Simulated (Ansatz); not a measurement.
Cost and result for the atomization energy of `FC[CH](F)[SnH3]` (11 atoms, 10 bonds).

Cartesian coordinates in Å:
```
F 0.715 -0.572 2.528
C 0.756 -0.520 1.146
C -0.490 0.088 0.590
F -1.570 -0.761 0.799
Sn -0.332 0.476 -1.554
H 0.887 -1.543 0.779
H 1.624 0.084 0.859
H -0.707 1.027 1.108
H -1.875 0.924 -2.112
H 0.788 1.739 -1.810
H 0.205 -0.943 -2.333
```

The species carries charge 0 and has multiplicity 1. Correlated methods include outer-core shells of Sn, which these sets cover unevenly. Sn takes the def2 core potential. Geometry: relaxed with PBE0-D4/def2-TZVP. It is one conformer, not always the lowest. Program: Ansatz. All runs use 4 threads of an Arm Neoverse V1 on a shared host. Times are those of one run each, without the atoms' runs, and a repeat can differ threefold. Electronic energies, without spin–orbit coupling; frozen cores. CCSD(T)/CBS adds CCSD(T) − MP2 in def2-TZVPP to the MP2 limit, and its time is that of the two runs behind it. T1 = 0.013. With those shells the extrapolation isn't a true limit. B3LYP takes the VWN-RPA correlation (the form of Gaussian; ORCA's B3LYP/G).

CCSD(T)/CBS is a level of theory with its own doubt, some kJ/mol a heavy atom from the limit and from the frozen cores, so smaller differences don't rank the functionals.

```json
{"level": "PBE-D4/def2-TZVPP (with forces)", "functions": "258", "wall time": "2.7 s", "atomization (kJ/mol)": "3691.5", "difference from CCSD(T)/CBS": "58.6", "per bond": "5.9"}
{"level": "PBE0-D4/def2-TZVPP", "functions": "258", "wall time": "3.1 s", "atomization (kJ/mol)": "3613.2", "difference from CCSD(T)/CBS": "-19.7", "per bond": "-2.0"}
{"level": "r2SCAN-D4/def2-TZVPP (with forces)", "functions": "258", "wall time": "5.5 s", "atomization (kJ/mol)": "3623.2", "difference from CCSD(T)/CBS": "-9.7", "per bond": "-1.0"}
{"level": "B3LYP-D4/def2-TZVPP (with forces)", "functions": "258", "wall time": "5.5 s", "atomization (kJ/mol)": "3606.5", "difference from CCSD(T)/CBS": "-26.4", "per bond": "-2.6"}
{"level": "B2PLYP/def2-TZVPP", "functions": "258", "wall time": "6.5 s", "atomization (kJ/mol)": "3567.1", "difference from CCSD(T)/CBS": "-65.8", "per bond": "-6.6"}
{"level": "ωB97X-V/def2-TZVPP", "functions": "258", "wall time": "8 s", "atomization (kJ/mol)": "3642.5", "difference from CCSD(T)/CBS": "9.6", "per bond": "1.0"}
{"level": "ωB97M-V/def2-TZVPP (with forces)", "functions": "258", "wall time": "12 s", "atomization (kJ/mol)": "3625.0", "difference from CCSD(T)/CBS": "-7.9", "per bond": "-0.8"}
{"level": "MP2/def2-QZVPP", "functions": "490", "wall time": "24 s", "atomization (kJ/mol)": "3627.6", "difference from CCSD(T)/CBS": "-5.3", "per bond": "-0.5"}
{"level": "CCSD(T)/def2-TZVPP", "functions": "258", "wall time": "5.4 min", "atomization (kJ/mol)": "3541.8", "difference from CCSD(T)/CBS": "-91.1", "per bond": "-9.1"}
{"level": "CCSD(T)/CBS(def2)", "functions": "–", "wall time": "5.8 min", "atomization (kJ/mol)": "3632.9", "difference from CCSD(T)/CBS": "0.0", "per bond": "0.0"}
```

The D4 term adds +32.6 kJ/mol with B3LYP and +17.1 kJ/mol with PBE0; it sums over pairs of atoms, weighted by their polarisabilities, and B3LYP, whose exchange is more repulsive, gets the larger term. In def2-TZVPP, CCSD(T) changes the Hartree–Fock value by +973.0 kJ/mol (the triples alone add +56.4 kJ/mol) and MP2 by +1004.9 kJ/mol; breaking electron pairs costs correlation energy, which Hartree–Fock lacks. From PBE to PBE0 (25 % exact exchange), in def2-TZVPP and without D4, the atomization energy moves by −75.1 kJ/mol: exact exchange takes away binding that semilocal exchange gives to molecules.

Spin–orbit coupling would lower the free Sn atoms strongly, and the atomization energy with them, by more than many differences here. For some Ge, Se and Sn compounds the MP2-based and the directly extrapolated limit differ by 10 to 25 kJ/mol.
